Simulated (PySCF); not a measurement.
# Ions at one geometry of BiI3(H2O)

PySCF 2.14.0, RKS PBE0, Bi def2-SVP with ECP60, I def2-SVP with ECP28, O def2-SVP, H def2-SVP; non-relativistic Hamiltonian with scalar-relativistic core potentials where named; density fitting; no spin-orbit coupling; singlets restricted, open shells unrestricted. The geometry is relaxed for charge 0, singlet, vacuum:

```xyz
7

Bi   -0.2716    0.2086   -0.2086
I     1.5274    1.5413    1.5364
I    -1.5048   -1.5995    1.5995
I     1.5274   -1.5364   -1.5413
O    -1.9150    1.9427   -1.9427
H    -2.2469    2.8264   -1.7472
H    -2.2469    1.7472   -2.8264
```

Energies count from the relaxed state; an electron taken off or put on is at rest in vacuum. Charges and spins are Mulliken's.

```
                     state  energy (eV)  spin squared  charge on Bi1 (e)  spin on Bi1 (e)  dipole about the centre of mass (D)
 charge 0, singlet, vacuum         0.00          0.00               0.62             0.00                                 6.93
charge -1, doublet, vacuum        -1.01          0.75               0.37             0.72                                 6.02
```

Task: What does the state charge +1, doublet, vacuum give?

Result: energy (eV) 8.78, spin squared 0.77, charge on Bi1 (e) 0.65, spin on Bi1 (e) -0.03, dipole about the centre of mass (D) 5.38.

With an electron taken off (doublet) the charges change, summed by element, by Bi +0.03 e, I +0.94 e, O -0.02 e, H +0.05 e. The vertical ionisation energy is 8.78 eV, against −ε(HOMO) = 7.17 eV of the relaxed state. The level lies 1.6 eV too high, as is usual for semilocal functionals and global hybrids, which keep a self-interaction error.

With an electron put on (doublet) the charges change, summed by element, by Bi -0.25 e, I -0.69 e, O +0.05 e, H -0.11 e. The vertical electron affinity is 1.01 eV, against −ε(LUMO) = 2.53 eV of the relaxed state. The basis has no diffuse functions, which an added electron needs. The added electron's level lies above zero.

Open shells may have lower solutions than those found.

A frequency check found unstable modes (2, the lowest at -31 cm⁻¹), so the relaxed geometry is a saddle point, or these are noise.
